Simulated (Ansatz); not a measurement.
Consider the cleavage of the Si–Si bond: `O[SiH2][SiH]([SiH3])Cl` + H–F → `O[SiH2][SiH](F)Cl` + SiH₄.

Computed with Ansatz on PBE0-D4/def2-TZVP structures; ΔE is electronic, products minus reactants. CBS: MP2 limit from def2 TZ/QZ plus the TZ coupled-cluster correction, frozen cores. This one scheme is used for every species. DFT in def2-TZVPP. B3LYP here is the variant with VWN-RPA as its local correlation; programs differ in this. Each species was taken in one conformer, which may not be the lowest.

`O[SiH2][SiH]([SiH3])Cl`:

```xyz
12

O    -2.997    0.174    0.171
Si   -1.645   -0.571   -0.407
Si    0.229    0.214    0.772
Si    2.287   -0.087   -0.298
Cl   -0.128    2.266    0.935
H    -2.924    1.115    0.345
H    -1.845   -2.030   -0.227
H    -1.428   -0.290   -1.855
H     0.283   -0.315    2.162
H     3.381    0.536    0.492
H     2.235    0.532   -1.648
H     2.551   -1.545   -0.440
```

H–F:

Cartesian coordinates in Å:
```
F 0.378 -0.261 -0.024
H -0.378 0.261 0.024
```

`O[SiH2][SiH](F)Cl`:

```xyz
9

O    -1.813    0.603    0.687
Si   -0.980   -0.461   -0.257
Si    1.272    0.213   -0.327
F     2.227   -0.987   -0.772
Cl    1.748    0.722    1.612
H    -1.443    0.804    1.549
H    -1.017   -1.852    0.274
H    -1.614   -0.422   -1.596
H     1.619    1.380   -1.171
```

SiH₄:

Cartesian coordinates in Å:
```
Si 0.000 0.000 0.000
H -1.253 -0.662 0.442
H 1.041 -0.163 1.045
H -0.256 1.445 -0.222
H 0.468 -0.620 -1.265
```

```csv
level,ΔE (eV)
PBE-D4,-1.12
PBE0-D4,-1.16
B3LYP-D4,-1.36
r2SCAN,-1.35
HF/def2-QZVPP,-1.70
MP2/def2-QZVPP,-1.36
HF/CBS(def2),-1.70
MP2/CBS(def2),-1.34
```

What does CCSD(T)/CBS give? (Estimate.)

Ansatz gave: -1.30 eV. The listed levels differ from it by 0.18, 0.14, -0.06, -0.05, -0.40, -0.06, -0.40, -0.04 eV.

Largest T1 diagnostic among the species: 0.012.

The D4 term adds +0.11 eV with B3LYP and +0.06 eV with PBE0; it sums over pairs of atoms, weighted by their polarisabilities, and B3LYP, whose exchange is more repulsive, gets the larger term. In def2-TZVPP, CCSD(T) changes the Hartree–Fock value by +0.34 eV (the triples alone add +0.05 eV) and MP2 by +0.31 eV.
